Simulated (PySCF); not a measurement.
Compound: C3H7ClO2S.
Z-matrix (Å and degrees, PBE0-D3(BJ)/def2-TZVP geometry), rows numbered from 1:
```
C 
C   1  1.5186
C   2  1.5191  1  114.56
S   3  1.7785  2  115.97  1    76.60
O   4  1.4246  3  108.73  2   177.06
O   4  1.4255  3  111.08  2   -47.23
Cl  4  2.0581  3  100.50  2    65.31
H   1  1.0933  2  110.95  3    59.70
H   1  1.0900  2  111.55  3   -60.84
H   1  1.0911  2  110.26  3   178.88
H   2  1.0933  1  110.85  3   124.18
H   2  1.0944  1  109.66  3  -119.33
H   3  1.0955  2  112.29  1   -40.67
H   3  1.0910  2  113.03  1  -163.32
```

All values: wB97X-D/pcSseg-2 (PySCF, non-relativistic), on one gas-phase PBE0-D3(BJ)/def2-TZVP geometry that isn't relaxed in the solvent. The solvent is an IEF-PCM continuum (van der Waals radii × 1.2). Specific hydrogen bonds and non-electrostatic terms are outside this model.

Gas phase at wB97X-D/pcSseg-2: HOMO -11.04 eV, LUMO 0.38 eV, dipole 4.29 D.

Task: What does the continuum do to the energy, the frontier levels and the dipole at wB97X-D/pcSseg-2 in chloroform?

Result: 
```tsv
solvent	ε	E(solvent) − E(gas) (kcal/mol)	polarisation term (kcal/mol)	distortion of the solute (kcal/mol)	HOMO (eV)	LUMO (eV)	dipole (D)
chloroform	4.711	-5.13	-5.85	0.72	-11.01	0.41	5.14
```

The polarisation term is half the interaction of the solute with the surface charges that it induces; the rest is the cost of distorting the solute's density. The sum is the electrostatic part of solvation alone.

Task: Which radius a makes the point-dipole formula ΔE = −[(ε − 1)/(2ε + 1)]·μ²/a³ give the value in chloroform, with the gas-phase dipole?

Result: μ = 1.686 au and |ΔE| = 0.00818 Eh give a = 2.64 Å; the farthest nucleus lies 3.06 Å from the centroid of the nuclei, so such a sphere wouldn't even hold the nuclei. The formula assumes a rigid point dipole at the centre of a sphere.

The run took 80 s on one thread, Arm Neoverse V2 (aarch64), on a shared host, and the process peaked at 2.0 GiB of memory. This is the whole shielding run at wB97X-D/pcSseg-2 in chloroform, SCF included.

The pairwise dispersion term of wB97X-D wasn't added to the energies; at a given geometry it leaves orbitals and properties as they are.
